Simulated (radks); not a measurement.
Effect of the nuclear size on the rhodium ion Rh3+, [Kr] 4d6. Calculated with a radial shooting solver on a logarithmic mesh with Libxc functionals: Dirac Kohn-Sham, relativistic LDA (MacDonald-Vosko exchange, VWN5 correlation), spin-unpolarised, spherical densities, finite nucleus; open shells are shared between the two j in proportion to 2j + 1; Fermi nuclear charge, rms radius 4.4945 fm. The rms radius is varied about that value; shifts are against it.

| rms radius (fm) | total energy shift (eV) | density at nucleus (e/bohr^3) | 1s1/2 shift (meV) | 2s1/2 shift (meV) | 4s1/2 shift (meV) | 5s1/2 (empty) shift (meV) |
|---|---|---|---|---|---|---|
| 3.8653 | -0.567 | 1.219e+05 | -238 | -26.2 | -0.893 | -0.145 |
| 4.1934 | -0.281 | 1.207e+05 | -118 | -13.0 | -0.442 | -0.072 |
| 4.4945 | 0 | 1.197e+05 | 0.000 | 0.000 | 0.000 | 0.000 |
| 4.8586 | 0.362 | 1.185e+05 | 152 | 16.7 | 0.570 | 0.093 |
| 4.9979 | 0.508 | 1.181e+05 | 213 | 23.4 | 0.799 | 0.130 |

Slopes of the eigenvalues against <r^2> in GHz/fm^2, as finite differences over the two radii next to the reference (eigenvalue slopes, not the field-shift constants of lines): 1s1/2 10800, 2s1/2 1190, 4s1/2 40.7, 5s1/2 (empty) 6.62.
